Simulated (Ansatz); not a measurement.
`[CH3][AlH][SiH2]S` + `COC` → `CO[CH2][AlH][CH3]` + `[SiH3]S`  (formal exchange of groups at the Al–Si bond)

Calculated with Ansatz (gas phase, PBE0-D4/def2-TZVP geometries, no zero-point term in ΔE). CCSD(T)/CBS is the MP2 limit (def2-TZVPP, def2-QZVPP) plus CCSD(T) − MP2 in def2-TZVPP, frozen cores. Functionals use def2-TZVPP. B3LYP here is the variant with VWN-RPA as its local correlation; programs differ in this. One conformer a species, not always the lowest.

`[CH3][AlH][SiH2]S`:

```xyz
11

C    -0.745    2.243   -0.118
Al   -0.799    0.340   -0.547
Si    0.856   -1.214    0.406
S     0.399   -3.181   -0.333
H     0.091    2.526    0.524
H    -0.688    2.841   -1.034
H    -1.672    2.543    0.386
H    -1.923   -0.225   -1.520
H     0.829   -1.214    1.900
H     2.253   -0.842    0.032
H     1.398   -3.818    0.303
```

`COC`:

Z-matrix (Å, degrees):
```
C
O 1 1.399
H 1 1.090 2 107.7
H 1 1.100 2 111.6 3 119.4
H 1 1.100 2 111.6 3 -119.4
C 2 1.399 1 112.1 3 -180.0
H 6 1.100 2 111.6 1 60.6
H 6 1.090 2 107.7 1 -179.9
H 6 1.100 2 111.6 1 -60.5
```

`CO[CH2][AlH][CH3]`:

```xyz
14

C     1.840    0.499   -0.312
O     0.805    0.874   -1.165
C    -0.304    1.403   -0.450
Al   -1.373    0.040    0.526
C    -1.010   -1.867    0.329
H     2.640    0.072   -0.918
H     1.514   -0.260    0.420
H     2.237    1.359    0.249
H    -0.960    1.863   -1.202
H     0.017    2.240    0.192
H    -2.589    0.555    1.421
H    -1.929   -2.434    0.149
H    -0.314   -2.072   -0.487
H    -0.573   -2.274    1.248
```

`[SiH3]S`:

Z-matrix (Å, degrees):
```
Si
S 1 2.137
H 1 1.485 2 111.6
H 1 1.485 2 111.6 3 -122.0
H 1 1.482 2 104.8 3 119.0
H 2 1.344 1 94.7 3 60.9
```

(1) Is it downhill or uphill in electronic energy at CCSD(T)/CBS, and by how much? (An estimate is asked.)

(2) What do these levels give: PBE-D4, r2SCAN-D4, B3LYP-D4, ωB97X-V, ωB97M-V, B2PLYP, PBE, r2SCAN, MP2/def2-TZVPP, SCS-MP2/def2-TZVPP, SCS-MP2/def2-QZVPP, MP2/CBS(def2)? (An estimate is asked.)

Largest T1 diagnostic among the species: 0.011.

Answers

(1) The calculation gave: Uphill: ΔE = +28.8 kJ/mol.

(2) Ansatz gave: PBE-D4 35.4, r2SCAN-D4 29.0, B3LYP-D4 27.1, ωB97X-V 27.9, ωB97M-V 20.2, B2PLYP 27.3, PBE 37.2, r2SCAN 29.6, MP2/def2-TZVPP 23.8, SCS-MP2/def2-TZVPP 24.7, SCS-MP2/def2-QZVPP 24.6, MP2/CBS(def2) 23.9 kJ/mol.

In def2-TZVPP, CCSD(T) changes the Hartree–Fock value by −4.8 kJ/mol (the triples alone add −0.9 kJ/mol) and MP2 by −9.7 kJ/mol.
